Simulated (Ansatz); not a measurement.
Coupled-cluster diagnostics for Ti(OH)F3 (TiOF₃H), Ansatz.

Geometry of the singlet (PBE-D4/def2-SVP):

Cartesian coordinates in Å:
```
Ti -0.1910 -0.3022 0.2457
O 0.3646 0.6858 -1.1176
H 0.9252 1.4718 -1.2378
F -1.0855 0.6976 1.3740
F 1.1910 -0.9590 1.1009
F -1.2043 -1.5940 -0.3652
```

Correlated methods freeze 9 core orbitals; core or outer-core shells of Ti are correlated, in sets that lack core-valence functions.

**Question.** Estimate the CCSD(T) correlation energy, the shares of MP2 and (T), T1 and the reference's ⟨S²⟩ for: charge 0, singlet, own geometry in def2-TZVPP; and the rough time on 4 threads of Arm Neoverse V1 on a shared host.

**Answer.** 
| state | basis | correlation (eV) | MP2 share (%) | (T) share (%) | T1 | ⟨S²⟩ (pure) | wall time |
| --- | --- | --- | --- | --- | --- | --- | --- |
| charge 0, singlet, own geometry | def2-TZVPP | -40.178 | 96.5 | 4.2 | 0.024 | 0.00 (0.00) | 2.4 min |
Customary marks for T1 are 0.02 (closed shells), 0.045 (open shells) and about 0.05 (3d metals). T1 exceeds 0.02 in 1 of 1 rows and 0.045 in 0; the higher it lies, the less the single-reference result can be trusted.
